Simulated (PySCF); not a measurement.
BH₄, SMILES [BH4-], charge -1.

Geometry: B3LYP-D3(BJ)/def2-TZVPD.

Calculation: CAM-B3LYP/def2-TZVPD (PySCF).

Symmetry labels are those of the subgroup D2 that the program uses (full group Td).

Computed valence orbital energies around the gap with their symmetry:
```csv
orbital,symmetry,energy (eV)
HOMO−4,A,-177.18
HOMO−3,A,-9.07
HOMO−2,B1,-3.39
HOMO−1,B2,-3.39
HOMO,B3,-3.39
LUMO,A,4.44
LUMO+1,B1,7.58
LUMO+2,B2,7.58
LUMO+3,B3,7.58
```
